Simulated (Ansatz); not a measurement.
Total energies of CH₅AlOSi, SMILES `[CH2]1O[SiH2][AlH]1`.

Z-matrix (Å, degrees):
```
C
Al 1 2.001
O 1 1.447 2 97.8
H 1 1.096 2 116.8 3 116.1
H 1 1.096 2 116.7 3 -116.1
Si 2 2.424 1 71.7 3 0.3
H 2 1.591 1 136.0 3 -179.6
H 6 1.493 2 123.4 1 106.6
H 6 1.493 2 123.7 1 -107.1
```

The species carries charge 0 and has multiplicity 1. The geometry is a stationary point of PBE0-D4/def2-TZVP. Basis def2-TZVPP, Ansatz.

RPA on PBE orbitals: Hartree–Fock energy of these orbitals -646.47950 Eh, correlation -1.03094 Eh (frozen core).

```
             functional  energy without D4 (Eh)  D4 term (kJ/mol)
            LDA (SPW92)              -645.16567                 –
                    PBE              -647.87827             -17.9
                 revPBE              -648.15185             -51.9
                 B97M-V              -648.15031                 –
                r2SCANh              -648.17446              -4.4
                r2SCAN0              -648.16019              -4.9
HSE06 (plane-wave form)              -647.91620             -14.2
                ωB97M-V              -648.21613                 –
                 B2PLYP              -647.97665                 –
               PBE-QIDH              -647.74259                 –
```

(1) Give the same for BLYP, r2SCAN, PBE0, B3LYP, BHLYP, CAM-B3LYP, LC-ωPBE, ωB97X-V. (Best estimate.)

B3LYP takes the VWN-RPA correlation (the form of Gaussian; ORCA's B3LYP/G). HSE06 is the plane-wave form, built on full-range PBE exchange. The double hybrids freeze the cores in their second-order part.

Results:

(1) Computed: 
```json
{"functional": "BLYP", "energy without D4 (Eh)": "-648.26789", "D4 term (kJ/mol)": "-39.3"}
{"functional": "r2SCAN", "energy without D4 (Eh)": "-648.18468", "D4 term (kJ/mol)": "-4.1"}
{"functional": "PBE0", "energy without D4 (Eh)": "-647.93473", "D4 term (kJ/mol)": "-15.1"}
{"functional": "B3LYP", "energy without D4 (Eh)": "-648.35012", "D4 term (kJ/mol)": "-29.2"}
{"functional": "BHLYP", "energy without D4 (Eh)": "-648.24028", "D4 term (kJ/mol)": "-24.1"}
{"functional": "CAM-B3LYP", "energy without D4 (Eh)": "-648.26512", "D4 term (kJ/mol)": "-15.4"}
{"functional": "LC-ωPBE", "energy without D4 (Eh)": "-648.05532", "D4 term (kJ/mol)": "–"}
{"functional": "ωB97X-V", "energy without D4 (Eh)": "-648.17976", "D4 term (kJ/mol)": "–"}
```

LC-ωPBE has ω = 0.4 bohr⁻¹.
